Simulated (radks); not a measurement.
Results of a calculation; reference values are marked as such.
The niobium ion Nb+ inside a hard spherical wall (all orbitals vanish at R), configuration held at [Kr] 4d4 and not refilled when levels cross. Level of theory: scalar-relativistic Kohn-Sham, r2SCAN, spin-unpolarised, spherical densities, finite nucleus; meta-GGA in the generalised Kohn-Sham scheme; Fermi nuclear charge, rms radius 4.324 fm (a radial shooting solver on a logarithmic mesh with Libxc functionals). Eigenvalues in eV, with the zero of energy where the potential of the charges vanishes at infinity; a dash marks a level that is unbound or too diffuse for the functional's potential to be trusted. A positive occupied level is held by the wall or, in an anion where self-interaction has pushed it up, behind a barrier. The pressure on the wall is -dE/dV.

| R (bohr) | E (hartree) | kinetic (hartree) | e(3d) | e(4s) | e(4p) | e(4d) | e(5s, empty) | e(5p, empty) | pressure (GPa) |
|---|---|---|---|---|---|---|---|---|---|
| free | -3819.87701 | 3933.128 | -205.10 | -66.481 | -41.966 | -9.103 | -8.982 | -5.327 | 0 |
| 20 | -3819.87701 | 3933.128 | -205.10 | -66.481 | -41.966 | -9.103 | -8.982 | -5.327 | < 0.0001 |
| 15 | -3819.87701 | 3933.128 | -205.10 | -66.481 | -41.966 | -9.103 | -8.982 | -5.327 | < 0.0001 |
| 10 | -3819.87696 | 3933.129 | -205.10 | -66.475 | -41.961 | -9.098 | -8.975 | -5.272 | 0.00152 |
| 5 | -3819.82988 | 3933.393 | -203.33 | -64.883 | -40.452 | -7.628 | -6.089 | -0.083 | 6.00 |
| 3.5 | -3819.46655 | 3934.994 | -197.32 | -60.064 | -35.887 | -2.005 | 7.600 | 18.571 | 126 |
| 3 | -3818.90674 | 3937.487 | -191.41 | -55.792 | -31.597 | 3.848 | 23.082 | 37.524 | 465 |
| 2.5 | -3817.24024 | 3944.669 | -178.93 | -46.977 | -22.116 | 16.667 | 57.651 | 77.008 | 2120 |
| 2 | -3811.44194 | 3966.805 | -151.31 | -25.011 | 2.653 | 48.433 | 143.00 | 168.85 | 12300 |
| 1.5 | -3787.47806 | 4043.023 | -88.987 | 46.916 | 82.887 | 141.93 | 387.05 | 418.92 | 98100 |
